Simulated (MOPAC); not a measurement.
Input for MOPAC: AM1 on AlBrH2 (SMILES [AlH2][Br]), a point of a bond scan (R = 3.967 Å).

```
AM1 1SCF PRECISE CHARGE=0 THREADS=1
AlBrH2

Al    -0.83541046 1    -1.29867282 1     0.20638148 1
H     -0.32444596 1    -2.32948796 1     1.27376836 1
H     -2.12574011 1    -1.47940621 1    -0.66846947 1
Br     1.29208395 1     2.00858666 1    -0.31919901 1
```

It printed:

```
*******************************************************************************
 **                                                                           **
 **                              MOPAC v23.2.5                                **
 **                                                                           **
 *******************************************************************************
 ** MOPAC's Digital Object Identifier: https://doi.org/10.5281/zenodo.6511958 **
 **                                                                           **
 ** Please cite the open-source release paper for use of this MOPAC version:  **
 ** J. E. Moussa and J. J. P. Stewart (2026)                                  **
 ** MOPAC: An open-source semiempirical molecular orbital program             **
 ** J. Open Source Softw., 11(119), 8025, https://doi.org/10.21105/joss.08025 **
 *******************************************************************************

                              AM1 CALCULATION RESULTS

 *******************************************************************************
 *  AM1        - The AM1 Hamiltonian to be used
 *
 *
 *
 *                 CHARGE ON SYSTEM = 0
 *
 *
 *
 *  PRECISE    - TIGHTER CRITERIA TO BE USED
 *  1SCF       - DO 1 SCF AND THEN STOP
 *  THREADS=1  - MULTI-THREADING NOT USED
 *  T=         - A TIME OF 172800.0 SECONDS REQUESTED
 *  DUMP=N     - RESTART FILE WRITTEN EVERY 7200.0 SECONDS REQUESTED
 *******************************************************************************
AM1 1SCF PRECISE CHARGE=0 THREADS=1
 AlBrH2

   ATOM   CHEMICAL          X               Y               Z
  NUMBER   SYMBOL      (ANGSTROMS)     (ANGSTROMS)     (ANGSTROMS)

     1      Al         -0.83541046  *  -1.29867282  *   0.20638148  *
     2       H         -0.32444596  *  -2.32948796  *   1.27376836  *
     3       H         -2.12574011  *  -1.47940621  *  -0.66846947  *
     4      Br          1.29208395  *   2.00858666  *  -0.31919901  *



          CARTESIAN COORDINATES

    NO.       ATOM           X           Y           Z

     1        Al         -0.8354     -1.2987      0.2064
     2         H         -0.3244     -2.3295      1.2738
     3         H         -2.1257     -1.4794     -0.6685
     4        Br          1.2921      2.0086     -0.3192

  H: (AM1): M.J.S. DEWAR ET AL, J. AM. CHEM. SOC. 107 3902-3909 (1985)
 Al: (AM1): M. J. S. Dewar, A. J. Holder, Organometallics, 9, 508-511 (1990).
 Br: (AM1): M.J.S. DEWAR AND E. G. ZOEBISCH, THEOCHEM, 180, 1 (1988).

           Empirical Formula: H2 Al Br  =     4 atoms



      MOLECULAR POINT GROUP   :   C2v


      RHF CALCULATION, NO. OF DOUBLY OCCUPIED LEVELS = 6


 -------------------------------------------------------------------------------
 AM1 1SCF PRECISE CHARGE=0 THREADS=1
 AlBrH2



     1SCF WAS SPECIFIED, SO BFGS WAS NOT USED
     SCF FIELD WAS ACHIEVED


                              AM1 CALCULATION
                                                       MOPAC v23.2.5 Linux




          FINAL HEAT OF FORMATION =         97.40039 KCAL/MOL =     407.52324 KJ/MOL


          COSMO AREA              =        121.22 SQUARE ANGSTROMS
          COSMO VOLUME            =        105.03 CUBIC ANGSTROMS

          IONIZATION POTENTIAL    =          8.144201 EV
          HOMO LUMO ENERGIES (EV) =         -8.144 -3.072
          NO. OF FILLED LEVELS    =          6
          MOLECULAR WEIGHT        =        108.9013         POINT GROUP:  C2v

          MOLECULAR DIMENSIONS (Angstroms)

            Atom       Atom       Distance
           Br     4    H     3     4.89588
            H     2   Br     4     2.66736
            H     3   Al     1     0.00000


          SCF CALCULATIONS        =          1





   ATOM   CHEMICAL          X               Y               Z
  NUMBER   SYMBOL      (ANGSTROMS)     (ANGSTROMS)     (ANGSTROMS)

     1      Al         -0.83541046  *  -1.29867282  *   0.20638148  *
     2       H         -0.32444596  *  -2.32948796  *   1.27376836  *
     3       H         -2.12574011  *  -1.47940621  *  -0.66846947  *
     4      Br          1.29208395  *   2.00858666  *  -0.31919901  *

                             CARTESIAN COORDINATES

   1   Al       -0.835410460    -1.298672820     0.206381480
   2    H       -0.324445960    -2.329487960     1.273768360
   3    H       -2.125740110    -1.479406210    -0.668469470
   4   Br        1.292083950     2.008586660    -0.319199010


           Empirical Formula: H2 Al Br  =     4 atoms



      MOLECULAR POINT GROUP   :   C2v


                  EIGENVALUES
 -26.69426 -15.36622 -12.50690  -8.72783  -8.72221  -8.14420  -3.07189  -2.25601
   0.21880   1.43204


              NET ATOMIC CHARGES AND DIPOLE CONTRIBUTIONS

  ATOM NO.   TYPE          CHARGE      No. of ELECS.   s-Pop       p-Pop
    1         Al           0.593616        2.4064     1.21248     1.19391
    2          H          -0.054640        1.0546     1.05464
    3          H          -0.054640        1.0546     1.05464
    4         Br          -0.484336        7.4843     1.99952     5.48482
 DIPOLE           X         Y         Z       TOTAL
 POINT-CHG.    -4.745    -7.376     1.172     8.848
 HYBRID         0.298     0.464    -0.074     0.556
 SUM           -4.447    -6.912     1.098     8.292


          ATOMIC ORBITAL ELECTRON POPULATIONS

     Atom    s        px        py        pz
    1 Al   1.21248   0.44450   0.36676   0.38265
    2  H   1.05464
    3  H   1.05464
    4 Br   1.99952   1.85180   1.64279   1.99022

 **********************
 *                    *
 * JOB ENDED NORMALLY *
 *                    *
 **********************




 == MOPAC DONE ==
```

The run finished.

Cost: about 0.020 core-seconds (a rough figure).
